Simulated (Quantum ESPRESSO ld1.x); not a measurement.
The table gives one normalised radial function P(r) = r R(r) of Gd61+ in [He] 2s1 (r in bohr). All-electron calculation, scalar-relativistic Kohn-Sham, LDA (Slater exchange, Perdew-Wang correlation), spin-polarised, spherical densities, point nucleus; open shells are filled with parallel spins first (spin-orbit coupling, left out, can overturn this in heavy ions). Program: ld1.x of Quantum ESPRESSO 7.5.

| r | P |
|---|---|
| 0.001663 | 0.7466 |
| 0.002016 | 0.8628 |
| 0.002442 | 0.9915 |
| 0.002935 | 1.1257 |
| 0.003557 | 1.2745 |
| 0.00431 | 1.4278 |
| 0.00518 | 1.5725 |
| 0.006277 | 1.7110 |
| 0.007545 | 1.8183 |
| 0.009142 | 1.8850 |
| 0.01108 | 1.8814 |
| 0.01331 | 1.7854 |
| 0.01613 | 1.5596 |
| 0.01955 | 1.1783 |
| 0.0235 | 0.6511 |
| 0.02847 | -0.0642 |
| 0.03422 | -0.8756 |
| 0.04147 | -1.7790 |
| 0.05024 | -2.6218 |
| 0.06039 | -3.2358 |
| 0.07318 | -3.5389 |
| 0.08796 | -3.4313 |
| 0.1066 | -2.9264 |
| 0.1291 | -2.1617 |
| 0.1552 | -1.3852 |
| 0.1881 | -0.7204 |
| 0.2279 | -0.2979 |
| 0.2739 | -0.0988 |

Which n and l does it have? It may be an empty orbital.

Answer. n = 2, l = 0: the number of nodes gives n - l - 1 = 1, the rise at small r (about r^(l+1), flatter next to the nucleus through relativity) gives l, and the extent must fit the shell. The curve is that of 2s down; the table hardly tells the two spins apart. 2s down (empty): eigenvalue -14037.8 eV, 1 radial node at r = 0.0280 bohr, <r> = 0.0885 bohr, 90 % of the charge inside 0.136 bohr.
